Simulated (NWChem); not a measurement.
System: phosphorus nitride (PN); SMILES P#N

The following NWChem deck was run.

```
start job
memory heap 200 mb stack 900 mb global 1100 mb
geometry units angstroms
  N      0.000000     0.000000     1.009448
  P      0.000000     0.000000    -0.479115
end
basis spherical
  * library def2-svp
end
dft
  xc xpbe96 cpbe96
  iterations 150
end
driver
  maxiter 120
end
task dft optimize
task dft freq
```

NWChem printed, in part:

```
             Northwest Computational Chemistry Package (NWChem) 7.3.0
             --------------------------------------------------------

 ORDER OF PRIMARY AXIS IS BEING SET TO 4
 C4V symmetry detected

                             Geometry "geometry" -> ""
                             -------------------------

 Output coordinates in angstroms (scale by  1.889725989 to convert to a.u.)

  No.       Tag          Charge          X              Y              Z
 ---- ---------------- ---------- -------------- -------------- --------------
    1 N                    7.0000     0.00000000     0.00000000     1.01492932
    2 P                   15.0000     0.00000000     0.00000000    -0.47363368

 Effective nuclear repulsion energy (a.u.)      37.3270134653

      Symmetry information
      --------------------

 Group name             C4v
 Group number             18
 Group order               8
 No. of unique centers     2

                                Z-matrix (autoz)
                                --------

 Units are Angstrom for bonds and degrees for angles

      Type          Name      I     J     K     L     M      Value
      ----------- --------  ----- ----- ----- ----- ----- ----------
    1 Stretch                  1     2                       1.48856

  pbe96 is a nonlocal functional; adding pw91lda local functional.

                           NWChem Geometry Optimization
                           ----------------------------

 maximum gradient threshold         (gmax) =   0.000450
 rms gradient threshold             (grms) =   0.000300
 maximum cartesian step threshold   (xmax) =   0.001800
 rms cartesian step threshold       (xrms) =   0.001200
 fixed trust radius                (trust) =   0.300000
 source of zmatrix                         =   autoz

          -------------------
          Energy Minimization
          -------------------

 Using diagonal initial Hessian
 Scaling for Hessian diagonals: bonds = 1.00  angles = 0.25  torsions = 0.10

          --------
          Step   0

                                 NWChem DFT Module
                                 -----------------

[...]

      ----------------------
      Optimization converged
      ----------------------

  Step       Energy      Delta E   Gmax     Grms     Xrms     Xmax
  ---- ---------------- -------- -------- -------- -------- --------
@    2    -395.69650040 -1.5D-06  0.00008  0.00008  0.00058  0.00101
                                     ok       ok       ok       ok

                                Z-matrix (autoz)
                                --------

 Units are Angstrom for bonds and degrees for angles

      Type          Name      I     J     K     L     M      Value     Gradient
      ----------- --------  ----- ----- ----- ----- ----- ---------- ----------
    1 Stretch                  1     2                       1.51019    0.00008

                         Geometry "geometry" -> "geometry"
                         ---------------------------------

 Output coordinates in angstroms (scale by  1.889725989 to convert to a.u.)

  No.       Tag          Charge          X              Y              Z
 ---- ---------------- ---------- -------------- -------------- --------------
    1 N                    7.0000     0.00000000     0.00000000     1.02574445
    2 P                   15.0000     0.00000000     0.00000000    -0.48444881

 Effective nuclear repulsion energy (a.u.)      36.7923845271

      Symmetry information
      --------------------

 Group name             C4v
 Group number             18
 Group order               8
 No. of unique centers     2

                Final and change from initial internal coordinates
                --------------------------------------------------

                                Z-matrix (autoz)
                                --------

 Units are Angstrom for bonds and degrees for angles

[...]

 Rotational Constants
 --------------------
 A=   0.000000 cm-1  (  0.000000 K)
 B=   0.766490 cm-1  (  1.102784 K)
 C=   0.766490 cm-1  (  1.102784 K)

 Temperature                      =   298.15K
 frequency scaling parameter      =   1.0000

 Linear Molecule

 Zero-Point correction to Energy  =    1.912 kcal/mol  (  0.003047 au)
 Thermal correction to Energy     =    3.399 kcal/mol  (  0.005416 au)
 Thermal correction to Enthalpy   =    3.991 kcal/mol  (  0.006360 au)

 Total Entropy                    =   50.452 cal/mol-K
   - Translational                =   37.320 cal/mol-K (mol. weight =  44.9768)
   - Rotational                   =   13.109 cal/mol-K (symmetry #  =        1)
   - Vibrational                  =    0.023 cal/mol-K

 Cv (constant volume heat capacity) =    5.096 cal/mol-K
   - Translational                  =    2.979 cal/mol-K
   - Rotational                     =    1.986 cal/mol-K
   - Vibrational                    =    0.130 cal/mol-K

[normal modes left out]

 ----------------------------------------------------------------------------
 Normal Eigenvalue ||           Projected Infra Red Intensities
  Mode   [cm**-1]  || [atomic units] [(debye/angs)**2] [(KM/mol)] [arbitrary]
 ------ ---------- || -------------- ----------------- ---------- -----------
    1        0.000 ||    0.007381           0.170         7.196      19.864
    2        0.000 ||    0.007381           0.170         7.196      19.864
    3        0.000 ||    0.003337           0.077         3.253       8.980
    4        0.000 ||    0.003337           0.077         3.253       8.980
    5        0.000 ||    0.000000           0.000         0.000       0.000
    6     1338.206 ||    0.000859           0.020         0.837       2.311
 ----------------------------------------------------------------------------
```

Level: PBE/def2-SVP.
